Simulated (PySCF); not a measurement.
## Two probes of the same atoms: core binding energy and nuclear shielding

Species: C₇H₁₀B₂.
Geometry (PBE0-D3(BJ)/def2-SVP, Å), atoms numbered from 1 in this order:
```
atom  x, y, z in Å
B1     2.9175    0.0054   -0.1014
C2     2.2769    1.3611   -0.5473
C3     0.9312    1.5013   -0.5649
B4    -0.0151    0.3210   -0.1270
C5    -1.5463    0.4929   -0.1575
C6    -2.3861   -0.1760    0.9357
C7    -2.4453   -0.7114   -0.4351
C8     0.6480   -1.0283    0.3487
C9     1.9935   -1.1689    0.3648
H10    4.1206   -0.1396   -0.1255
H11    2.9103    2.2026   -0.8585
H12    0.4935    2.4561   -0.8911
H13   -1.9500    1.4476   -0.5113
H14   -3.2336    0.4022    1.3129
H15   -1.8554   -0.7459    1.7032
H16   -1.9623   -1.6681   -0.6523
H17   -3.3380   -0.5144   -1.0344
H18    0.0263   -1.8762    0.6717
H19    2.4296   -2.1200    0.6982
```

Binding energies: delta-SCF UKS SCAN, pcX-2 on the ionised atom, pcseg-1 elsewhere, spin-free X2C (PySCF). Shieldings: GIAO PBE0/pcSseg-1, non-relativistic, same geometry.

```
atom  C 1s (eV)
  C2     289.64
  C3     289.71
  C5     290.03
  C6     290.71
```

What are the absolute isotropic shieldings of these atoms?

```
atom                 environment  C 1s (eV)  isotropic shielding (ppm)
  C2  unsaturated ring CH carbon     289.64                       24.2
  C3  unsaturated ring CH carbon     289.71                       18.3
  C5   sp3 carbon bound to boron     290.03                      167.8
  C6  three-membered-ring carbon     290.71                      172.8
```

Among the listed atoms, is the one with the highest binding energy also the least shielded?

No. The highest binding energy is at C6 (290.71 eV, shielding 172.8 ppm), the lowest shielding at C3 (18.3 ppm, 289.71 eV).

By binding energy: C2 < C3 < C5 < C6. By shielding: C3 < C2 < C5 < C6.

Of atoms equivalent by bonding only the ionised one is listed; its partners' own values can differ in this conformer. The structure is a single PBE0-D3(BJ)/def2-SVP conformer in the gas phase; no vibrational or solvent corrections.
